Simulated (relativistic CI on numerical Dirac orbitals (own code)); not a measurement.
**Ligand-field terms of d3**

Computed with a parametric ligand-field model of a d^n configuration (Racah B and C, spin-orbit zeta, crystal field), exact diagonalisation.

Field parameters in Wybourne normalisation: D4h B²₀ = −7Ds, B⁴₀ = 21(Dq − Dt), B⁴₄ = 21√(5/14) Dq; Oh B⁴₀ = 21Dq, B⁴₄ = √(5/14) B⁴₀. The field is a parameter set, without covalency.

Problem. Ground term and bands for B = 680, C = 3250, ζ = 0 cm⁻¹, D4h, 10Dq = 16800, Ds = 3000, Dt = 860 cm⁻¹?

Solution. Ground term 4B1 with 0.00 electrons in the two orbitals of the cubic e set. Spin-allowed: 4E 6524 cm⁻¹ (1533 nm), 4A2 7863 cm⁻¹ (1272 nm), 4B2 16800 cm⁻¹ (595 nm), 4E 21870 cm⁻¹ (457 nm). Lowest spin-forbidden: 2E 13243 cm⁻¹ (755 nm), 2A1 13976 cm⁻¹ (716 nm), 2B1 14674 cm⁻¹ (681 nm).

Problem. Ground term and bands for B = 370, C = 1340, ζ = 0 cm⁻¹, D4h, 10Dq = 20300, Ds = -1500, Dt = 10 cm⁻¹?

Solution. Ground term 4B1 with 0.00 electrons in the two orbitals of the cubic e set. Spin-allowed: 4E 18193 cm⁻¹ (550 nm), 4B2 20300 cm⁻¹ (493 nm), 4E 23467 cm⁻¹ (426 nm), 4A2 30107 cm⁻¹ (332 nm). Lowest spin-forbidden: 2E 4324 cm⁻¹ (2313 nm), 2B1 6859 cm⁻¹ (1458 nm), 2A1 7002 cm⁻¹ (1428 nm).

Problem. Ground term and bands for B = 430, C = 1660, ζ = 0 cm⁻¹, D4h, 10Dq = 23100, Ds = 3000, Dt = -470 cm⁻¹?

Solution. Ground term 2E with 0.01 electrons in the two orbitals of the cubic e set. Spin-allowed: 2A1 8522 cm⁻¹ (1173 nm), 2B1 8747 cm⁻¹ (1143 nm), 2A2 8936 cm⁻¹ (1119 nm), 2B2 13466 cm⁻¹ (743 nm). Lowest spin-forbidden: 4B1 277 cm⁻¹, 4A2 18729 cm⁻¹ (534 nm), 4B2 23377 cm⁻¹ (428 nm).

Problem. Ground term and bands for B = 500, C = 2250, ζ = 0 cm⁻¹, D4h, 10Dq = 14800, Ds = 3000, Dt = 830 cm⁻¹?

Solution. Ground term 4B1 with 0.00 electrons in the two orbitals of the cubic e set. Spin-allowed: 4A2 4210 cm⁻¹ (2375 nm), 4E 4566 cm⁻¹ (2190 nm), 4B2 14800 cm⁻¹ (676 nm), 4E 18591 cm⁻¹ (538 nm). Lowest spin-forbidden: 2E 8230 cm⁻¹ (1215 nm), 2A1 9657 cm⁻¹ (1036 nm), 2A2 10315 cm⁻¹ (969 nm).

Problem. Ground term and bands for B = 830, C = 3670, ζ = 0 cm⁻¹, Oh, 10Dq = 7250 cm⁻¹?

Solution. Ground term 4A2 with 0.00 electrons in the two orbitals of the cubic e set. Spin-allowed: 4T2 7250 cm⁻¹ (1379 nm), 4T1 12119 cm⁻¹ (825 nm), 4T1 22081 cm⁻¹ (453 nm). Lowest spin-forbidden: 2E 16478 cm⁻¹ (607 nm), 2T1 17206 cm⁻¹ (581 nm), 2A1 21580 cm⁻¹ (463 nm). With an A2 ground term the first spin-allowed band lies at |10Dq| itself.
